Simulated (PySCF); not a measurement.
Can point charges reproduce the dipole moment of `CS[SiH2]C1=CCC1`?

Coordinates (GFN2-xTB, Å) and charges (e) from the PBE0/pcSseg-1 density (PySCF):

```csv
atom,x,y,z,Mulliken,IAO,Hirshfeld,ESP-fitted
C1,2.727,-0.435,0.722,-0.4009,-0.4975,-0.1187,-0.3663
S2,2.316,-1.316,-0.818,-0.3195,-0.1863,-0.1074,-0.2618
Si3,0.783,-0.020,-1.591,+0.6618,+0.6775,+0.3057,+0.1692
C4,-0.649,0.028,-0.392,-0.4128,-0.2995,-0.1027,+0.0045
C5,-1.045,-0.709,0.656,-0.1284,-0.1279,-0.0326,-0.1158
C6,-2.280,0.097,0.920,-0.1727,-0.2646,-0.0712,-0.1480
C7,-1.839,0.959,-0.287,-0.1567,-0.2555,-0.0727,-0.1660
H8,3.481,-1.026,1.231,+0.1582,+0.1693,+0.0511,+0.1896
H9,1.840,-0.346,1.341,+0.1567,+0.1541,+0.0377,+0.1247
H10,3.124,0.547,0.484,+0.1516,+0.1540,+0.0438,+0.1445
H11,1.365,1.317,-1.723,-0.0742,-0.1299,-0.0794,-0.0231
H12,0.446,-0.617,-2.874,-0.0655,-0.1078,-0.0699,-0.0025
H13,-0.645,-1.578,1.149,+0.0714,+0.1479,+0.0494,+0.1146
H14,-3.220,-0.437,0.786,+0.1354,+0.1439,+0.0435,+0.0801
H15,-2.302,0.619,1.877,+0.1339,+0.1425,+0.0425,+0.0874
H16,-2.513,0.935,-1.142,+0.1318,+0.1398,+0.0407,+0.0856
H17,-1.596,1.994,-0.051,+0.1301,+0.1397,+0.0402,+0.0833
```

**Question.** Compute μ = Σ q r for each scheme (1 e·Å = 4.803 D) and compare with the dipole of the full density.

**Answer.** The full density gives (-1.37, 1.43, 1.37) D, 2.40 D in size; dipole vectors point from the negative to the positive end.

```
    scheme     μx    μy     μz  size (D)  share of the full size (%)  angle to the full dipole (°)
  Mulliken  -1.81  2.87  -0.19      3.40                         141                            39
       IAO  -0.91  1.03  -0.07      1.37                          57                            38
 Hirshfeld  -0.61  0.36   0.41      0.82                          34                            14
ESP-fitted  -1.37  1.47   1.38      2.44                         101                             1
```

**Question.** Which set comes closest?

**Answer.** Length of the difference vector: ESP-fitted 0.05 D, IAO 1.56 D, Hirshfeld 1.62 D, Mulliken 2.17 D. Closest: ESP-fitted. The schemes that divide the density aren't constrained to reproduce the dipole.

**Question.** What is left for the Hirshfeld atoms' own dipoles?

**Answer.** The shares of the density sum to the whole, so what Σ q r misses lies in dipoles about the nuclei. The atomic dipoles sum to (-1.37, 1.43, 1.37) − (-0.61, 0.36, 0.41) = (-0.76, 1.07, 0.96) D, 1.62 D in size.

**Question.** With the origin at the mean of the coordinates, (0.000, 0.001, 0.017) Å, which are the largest single terms, by size, of the ESP-fitted dipole along the direction of the full one?

**Answer.** S2 +3.24, C1 +2.48, H8 -1.73, C6 -1.33, C7 -1.15 D; all 17 atoms together +2.44 D. The single terms depend on the origin, their sum doesn't.

**Question.** Give the size of the full dipole in other units.

**Answer.** 2.40 D = 0.946 au = 0.501 e·Å = 8.02 × 10⁻³⁰ C·m.

One conformer (not necessarily the lowest) at the GFN2-xTB geometry, without solvent, vibrations or thermal averaging.

The values belong to the conformer `[CH3:1][S:2][SiH2:3][C:4]1=[CH:5][CH2:6][CH2:7]1`: C1–S2–Si3–C4 -62°, S2–Si3–C4–C5 -15°.
